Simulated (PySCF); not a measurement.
Dipole moment and polarisability of `C=C[S@](=O)CC(F)F`

Species: C4H6F2OS.
Cartesian coordinates in Å at the GFN2-xTB level; atoms count from 1:
```
atom  x, y, z in Å
C1    -2.6171    0.2560   -0.1757
C2    -1.5740    0.8958    0.3041
S3    -0.0256    0.9507   -0.6492
O4    -0.2500    0.1363   -1.8382
C5     0.8609   -0.1938    0.5485
C6     2.1517   -0.6079   -0.1206
F7     2.7856   -1.5744    0.5904
F8     3.0114    0.4386   -0.1774
H9    -3.5677    0.2083    0.3277
H10   -2.5291   -0.2571   -1.1216
H11   -1.5488    1.4570    1.2225
H12    0.2443   -1.0719    0.7285
H13    1.0618    0.3434    1.4727
H14    1.9961   -0.9815   -1.1439
```

Level: B3LYP/def2-SVPD (PySCF), static field, nuclei fixed, core orbitals frozen in the response. The polarisability tensor in these axes (au):

```
x   96.17 -2.61  2.65
y   -2.61 64.60  0.53
z    2.65  0.53 69.60
```

Give the principal values, the mean and the anisotropy Δα = √{½[(α1 − α2)² + (α2 − α3)² + (α1 − α3)²]}.

Principal values 64.28, 69.46 and 96.64 au; mean 76.79 au = 11.38 Å³ = 12.66 × 10⁻⁴⁰ C²·m²/J; Δα = 30.10 au (39 % of the mean).

What is the dipole moment, and where does it point?

(-2.60, 0.54, 2.66) D, 3.76 D in size, pointing from the negative to the positive side. Measured along this direction, the outermost atoms are H14 at the negative end and H9 at the positive end.

Refractivity n − 1 of an ideal gas of it at 500 K and 1 atm, from the electronic α?

N = p/kT = 1.4678 × 10¹⁹ cm⁻³, so n − 1 = 2π × N × 11.38 × 10⁻²⁴ cm³ = 1049 × 10⁻⁶ at long wavelengths.

Give the eigenvalues of the traceless quadrupole moment Θ = ½Σq(3rr − r²1), origin at the centre of nuclear charge.

-9.06, 1.03, 8.02 D·Å. The values depend on the origin, since the dipole doesn't vanish. The electronic extent ⟨r²⟩ about the same centre is 1334 bohr², a root-mean-square distance of 2.28 Å for the 72 electrons.

Find the Langevin capture rate constant for NH4+ (18.034 u) meeting this molecule (140.011 u), k = 2.342 × 10⁻⁹ cm³/s × √(α in Å³ / reduced mass in u).

The reduced mass is 15.98 u, so k = 1.98 × 10⁻⁹ cm³/s. The formula leaves out the permanent dipole, which adds to the capture rate.

Isolated species at its GFN2-xTB geometry (one conformer only).

These values come from a run that also computed excited states. On one thread, x86-64 server, shared host, this took 19 s wall.
